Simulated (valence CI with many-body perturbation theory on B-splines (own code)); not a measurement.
Br XXIII: key properties

Method: valence CI with perturbative core correlation (CI+MBPT): three valence electrons over a frozen Dirac-Fock core [Ne], a basis of 11 s, 11 p, 9 d, 7 f, 5 g, 2 h, 1 i functions for each j, with the one-electron correlation potential Σ1, the two-electron term Σ2, the three-electron term Σ3, Breit, model QED; selected CI, second order for the rest (own B-spline code, finite nucleus).

No measured spectrum was set against this ion. As an estimate, levels of excited configurations hold to 0.05 to 0.15 % of their energy, terms of the ground configuration to about 0.5 %.

Names give the largest LS component (configuration and term), which can be under half, so a name can repeat, a term be missing and a line seem to break the LS rules; names also repeat where a configuration has a term twice.

Rates and lifetimes use the calculated energies. Strong lines usually hold to 10 to 20 %, long lifetimes can be off by a factor of two.

What is the ground level?

3s²3p ²P°_1/2, composition 98 % 3s²3p ²P°, g = 0.663.

Among levels below 1902800 cm⁻¹, which E1 lines absorb most strongly from the ground level?

to 3s²3d ²D_3/2 at 12.49 nm, f = 0.294; to 3s3p² ²P_1/2 at 16.01 nm, f = 0.227; to 3s3p² ²P_3/2 at 13.88 nm, f = 0.138.

What are the static dipole polarisabilities of the lowest levels?

3s²3p ²P°_1/2 0.0857; 3s²3p ²P°_3/2 0.0880 (tensor 0.0089) bohr³, of which the core gives 0.00137.

How well does LS coupling describe the low levels?

Among the lowest 20 levels the leading LS term, summed over configurations, holds 84 % on average. For single configurations the figures are 78 % in LS and 73 % in jj coupling. Terms mix most in the J = 3/2 level at 1165600 cm⁻¹, where the leading one holds 32 %.

What is the ionisation energy?

970.82 eV; NIST lists 963 ± 5 eV (semi-empirical).

Name the longest-lived excited levels whose lifetime is computed, and their main decay.

3s²3p ²P°_3/2 at 84886 cm⁻¹ lives 181 μs, mostly by M1 to 3s²3p ²P°_1/2. The lifetime of 3s3p3d ⁴F°_9/2 is too uncertain to give, and may be longer.

How is the term ²P° of the ground level split?

J = 1/2 at 0, J = 3/2 at 84886 cm⁻¹.
